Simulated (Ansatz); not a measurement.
Program: Ansatz. Geometries: PBE0-D4/def2-TZVP. ΔE: electronic, gas phase. CBS: MP2 limit from def2 TZ/QZ plus the TZ coupled-cluster correction, frozen cores. Functionals use def2-TZVPP. For Ge outer-core shells are correlated without core-valence functions, which leaves a few kJ/mol of doubt a bond. Scalar relativity is left out up to krypton. One conformer a species, not always the lowest.

`NC#[C][GeH3]` → `N=[C]1[CH2][GeH2]1`  (isomerisation)

Problem. Is it downhill or uphill in electronic energy at CCSD(T)/CBS, and by how much? (Best estimate.)

Solution. Computed: Uphill: ΔE = +0.45 eV.

Problem. What do these levels give: LDA (SPW92), r2SCAN0-D4, PBE0, CAM-B3LYP, CCSD/def2-TZVPP, MP2/def2-QZVPP? (Best estimate.)

Solution. Computed: LDA (SPW92) 0.21, r2SCAN0-D4 0.44, PBE0 0.37, CAM-B3LYP 0.58, CCSD/def2-TZVPP 0.56, MP2/def2-QZVPP 0.54 eV.

Largest T1 diagnostic among the species: 0.013.

From PBE to PBE0 (25 % exact exchange), in def2-TZVPP and without D4, ΔE moves by +0.10 eV. At CCSD(T), def2-SVP lies +0.08 eV from the extrapolated value and def2-TZVPP +0.04 eV. Leaving LDA and LC-ωPBE aside and taking each functional with its dispersion term where it has one, the values, not all of them listed here, spread over 0.40 eV, from revPBE-D4 to BHLYP-D4. LDA lies −0.06 eV from PBE without D4.
